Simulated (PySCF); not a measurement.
# Hartree-Fock beside MP2: GeH3O cation

All numbers below are calculated, not measured. They come from PySCF 2.14.0, an open-source quantum chemistry program, on an isolated molecule that a program drew, which may never have been made. The molecule is GeH3O cation (charge +1, singlet), drawn as the SMILES string `[OH][GeH2+]`.

The geometry was optimised and harmonic frequencies were computed with HF and MP2, all in the cc-pVDZ basis, for the commonest isotopes, with a restricted reference for singlets and an unrestricted one otherwise, and a frozen core in MP2. Germanium has the cc-pVDZ-PP basis, with a core potential (ECP10MDF) in place of its 10 inner electrons, and its 3s, 3p and 3d shells are frozen in MP2. Each result is a local minimum of its method.

Geometry at the HF minimum:
```xyz
5
GeH3O cation, angstrom
O     2.1846    1.1976    0.9268
Ge    1.2313   -0.0746    0.3417
H     1.9519    1.7062    1.6996
H    -0.0441   -0.4346    1.0593
H     1.8168   -0.7119   -0.8850
```

Lengths of the bonds as drawn, in Å (atoms numbered as above):
| bond | HF | MP2 |
|---|---|---|
| O1-Ge2 | 1.694 | 1.728 |
| O1-H3 | 0.954 | 0.978 |
| Ge2-H4 | 1.507 | 1.517 |
| Ge2-H5 | 1.501 | 1.510 |

Rotational constants, in GHz:
| constant | HF | MP2 |
|---|---|---|
| A | 118.4 | 113.8 |
| B | 11.67 | 11.31 |
| C | 10.62 | 10.28 |

Harmonic frequencies in cm^-1, each column in rising order, so a row needn't be the same motion in every method:
| rank | HF | MP2 |
|---|---|---|
| 1 | 552 | 579 |
| 2 | 625 | 585 |
| 3 | 745 | ? |
| 4 | 862 | 825 |
| 5 | 891 | 846 |
| 6 | 940 | 922 |
| 7 | 2354 | 2276 |
| 8 | 2402 | 2340 |
| 9 | 4065 | 3746 |

**Estimate the missing MP2 frequency from the HF column.**

A single factor s that minimises the squared misfit of MP2 against s times HF over the other rows is sum(HF x MP2) / sum(HF^2) = 0.9442, with an rms misfit of 52 cm^-1. For rank 3 it gives 0.9442 x 745 = 703 cm^-1. The calculation gives 701 cm^-1, 2 cm^-1 below the estimate. The drawn bonds are on average 1.4 % longer in MP2 than in HF.
